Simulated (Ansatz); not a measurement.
A nudged elastic band was laid between two geometries of AlF2H5Si2 (10 atoms, charge 0, multiplicity 1).

Theory: RKS PBE0/def2-SVP in Ansatz.

* movable images: 9
* climbing image: yes
* spring: 5.0 eV/Å²
* optimiser: quadratic models (default)
* start path: through a guess of the saddle point
* force threshold: 0.05 eV/Å
* iteration limit: 60
* end points: relaxed

First end point:

```xyz
10
Properties=species:S:1:pos:R:3
F -0.409 2.382 1.225
Si 0.172 1.039 1.964
Al 0.117 -0.783 0.307
F 0.344 -2.313 0.951
Si -0.200 -0.644 -2.122
H 1.556 1.349 2.447
H -0.673 0.777 3.171
H -1.548 -1.179 -2.501
H -0.112 0.773 -2.598
H 0.836 -1.451 -2.842
```

Last end point:

```xyz
10
Properties=species:S:1:pos:R:3
F -0.578 2.141 0.640
Si 0.329 0.797 0.366
Al -0.257 -0.861 2.079
F 0.521 -2.335 1.944
Si -0.046 0.065 -1.838
H 1.771 1.194 0.467
H -1.290 -0.714 3.271
H -1.475 -0.341 -2.016
H 0.284 1.131 -2.832
H 0.824 -1.128 -2.079
```

**Question.** Which bonds break or form, and what moves?

**Answer.** Bonds broken: Si2–H7, Al3–Si5. Bonds formed: Si2–Si5, Al3–H7.

**Question.** What energy profile does the band end with?

**Answer.** It converged. The highest image is number 5 of 0 to 10, 32.2 kcal/mol above the first end and 30.1 kcal/mol above the last; the last end lies 2.2 kcal/mol above the first. A vibrational analysis at the climbing image gives one clearly imaginary mode, 149i cm⁻¹: a first-order saddle point. The orbitals stay closed-shell, which can raise the energy where a bond breaks towards radicals; this wasn't checked here.

```tsv
image	path coordinate (Å)	energy (kcal/mol)	Si2–H7 (Å)	Al3–Si5 (Å)	Si2–Si5 (Å)
0	0.00	0.0	1.50	2.45	4.43
1	0.91	0.0	1.50	2.45	4.41
2	1.82	2.9	1.50	2.44	4.14
3	2.72	15.5	1.61	2.40	3.92
4	3.63	29.3	2.35	2.42	3.79
5	4.54	32.2	3.00	2.46	3.77
6	5.61	30.6	3.30	2.52	3.44
7	6.68	24.0	3.40	2.82	2.76
8	7.75	5.7	3.57	3.42	2.37
9	8.82	2.9	3.62	3.84	2.35
10	9.89	2.2	3.65	4.03	2.35
```

**Question.** What is the geometry of the highest image?

**Answer.** 
```xyz
10
Properties=species:S:1:pos:R:3
F 0.137 2.579 0.981
Si 0.857 1.198 1.414
Al -0.368 -0.929 0.754
F 0.580 -2.174 1.384
Si -0.388 -0.568 -1.681
H 2.061 1.713 2.175
H -1.624 -0.476 1.649
H -1.529 -1.265 -2.358
H -0.524 0.898 -1.981
H 0.881 -1.028 -2.334
```

**Question.** What are the harmonic wavenumbers there?

**Answer.** 149i, 42, 60, 73, 134, 165, 206, 273, 366, 453, 472, 564, 624, 814, 845, 857, 920, 931, 935, 1852, 2140, 2188, 2206, 2212 cm⁻¹.

The run took 14 min on 2 threads of Arm Neoverse V1, with other jobs on the host, peak memory 0.23 GiB.
